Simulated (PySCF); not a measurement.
C2H6FNOSi. Atoms are numbered in the order given.

```xyz
12

N      2.5150     0.0790     0.3997
Si     1.4059    -1.0905    -0.1777
O     -0.2011    -0.7550     0.2125
C     -0.7893     0.4485     0.0509
C     -2.1099     0.5747    -0.0794
F     -2.6743     1.7782    -0.2014
H      2.7121     0.2258     1.3819
H      2.8573     0.8345    -0.1797
H      1.6179    -2.4127     0.4594
H      1.5607    -1.1149    -1.6596
H     -0.1504     1.3415     0.0590
H     -2.8127    -0.2620    -0.0882
```
Charge 0, spin multiplicity 1.

The structure is a stationary point at PBE0-D3(BJ)/def2-SVP. The structure was generated by enumeration; whether it is a known compound was not checked. One conformer was computed; it need not be the lowest.

Computed with PySCF with TDA-PBE0/def2-SVPD.

Vertical excitations. 

Computed excitation energies, oscillator strengths and character:
```tsv
state	energy (eV)	λ (nm)	f	main pairs
S1	5.77	215	0.051	HOMO→LUMO 88 %
S2	6.40	194	0.005	HOMO→LUMO+2 84 %
S3	6.62	187	0.022	HOMO→LUMO+3 67 %, HOMO→LUMO+4 29 %
S4	6.79	183	0.097	HOMO−1→LUMO 91 %
S5	6.96	178	0.184	HOMO→LUMO+1 60 %, HOMO→LUMO+5 11 %
S6	7.09	175	0.018	HOMO→LUMO+4 65 %, HOMO→LUMO+3 28 %
S7	7.41	167	0.019	HOMO→LUMO+5 55 %, HOMO→LUMO+7 33 %
S8	7.59	163	0.016	HOMO−1→LUMO+1 86 %
S9	7.66	162	0.009	HOMO→LUMO+6 73 %
S10	7.74	160	0.122	HOMO→LUMO+7 49 %, HOMO→LUMO+5 24 %
T1	4.01	309	0	HOMO→LUMO+1 56 %, HOMO→LUMO 32 %
T2	5.76	215	0	HOMO→LUMO 61 %, HOMO→LUMO+1 23 %, HOMO→LUMO+2 11 %
T3	6.15	202	0	HOMO→LUMO+2 61 %, HOMO→LUMO+1 11 %, HOMO→LUMO+4 10 %
T4	6.38	194	0	HOMO−1→LUMO 87 %
```
Triplets are in the Tamm–Dancoff approximation.
